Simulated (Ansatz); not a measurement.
Calculated with Ansatz (gas phase, PBE0-D4/def2-TZVP geometries, no zero-point term in ΔE). CBS: MP2 limit from def2 TZ/QZ plus the TZ coupled-cluster correction, frozen cores. This one scheme is used for every species. Functionals use def2-TZVPP. B3LYP here is the variant with VWN-RPA as its local correlation; programs differ in this. HSE06 is defined as in plane-wave codes. For Ga outer-core shells are correlated without core-valence functions, which leaves a few kJ/mol of doubt a bond. Scalar relativity is left out up to krypton. One conformer a species, not always the lowest.

`B[C](=C)[GaH][CH3]` + `N=C=O` → `[CH3][GaH][N]=C=O` + `BC=C`  (ligand exchange at a Ga–C bond)

`B[C](=C)[GaH][CH3]`:

```xyz
13

B     0.778   -0.370    1.430
C     1.115   -0.690    0.030
C     1.901   -1.247   -0.884
Ga   -0.500    0.240   -0.803
C    -1.920    1.204    0.145
H     1.099    0.686    1.904
H     0.020   -1.070    2.045
H     1.692   -1.205   -1.950
H     2.806   -1.780   -0.597
H    -0.420    0.058   -2.362
H    -1.491    2.036    0.710
H    -2.404    0.543    0.869
H    -2.676    1.594   -0.537
```

`N=C=O`:

Cartesian coordinates in Å:
```
N -0.289 0.646 -0.293
C 0.395 -0.231 0.180
O 1.159 -0.980 0.630
H -1.265 0.565 -0.517
```

`[CH3][GaH][N]=C=O`:

Cartesian coordinates in Å:
```
C 1.287 0.881 0.618
Ga -0.112 -0.465 0.799
N -1.143 -0.716 -0.705
C -1.772 -0.832 -1.710
O -2.394 -0.950 -2.695
H 0.829 1.860 0.454
H 1.902 0.659 -0.257
H 1.925 0.936 1.500
H -0.522 -1.372 1.996
```

`BC=C`:

Cartesian coordinates in Å:
```
B 0.999 0.402 -0.701
C -0.140 -0.497 -0.203
C -0.915 -0.110 0.819
H 1.179 1.456 -0.158
H 1.708 0.083 -1.610
H -0.349 -1.463 -0.659
H -0.749 0.845 1.308
H -1.733 -0.715 1.204
```

```csv
level,ΔE (kJ/mol),difference from CCSD(T)/CBS
BLYP-D4,-89.6,13.9
B3LYP-D4,-100.8,2.7
HSE06-D4,-91.9,11.6
ωB97X-V,-108.7,-5.2
ωB97M-V,-101.0,2.5
r2SCAN,-92.3,11.2
CAM-B3LYP,-114.3,-10.8
HF/def2-SVP,-167.9,-64.4
MP2/def2-QZVPP,-104.5,-1.0
HF/CBS(def2),-157.7,-54.2
CCSD(T)/CBS,-103.5,0
```

Largest T1 diagnostic among the species: 0.018.

In def2-TZVPP, CCSD(T) changes the Hartree–Fock value by +51.4 kJ/mol (the triples alone add +7.8 kJ/mol) and MP2 by +51.4 kJ/mol. From r2SCAN to r2SCAN0 (25 % exact exchange), in def2-TZVPP and without D4, ΔE moves by −10.2 kJ/mol. Leaving LDA and LC-ωPBE aside and taking each functional with its dispersion term where it has one, the values, not all of them listed here, spread over 40.9 kJ/mol, from BHLYP-D4 to PBE-D4. LDA lies +13.2 kJ/mol from PBE without D4.

CCSD(T)/CBS has its own doubt, a few kJ/mol and more with outer-core shells, so smaller differences from it don't rank the levels.
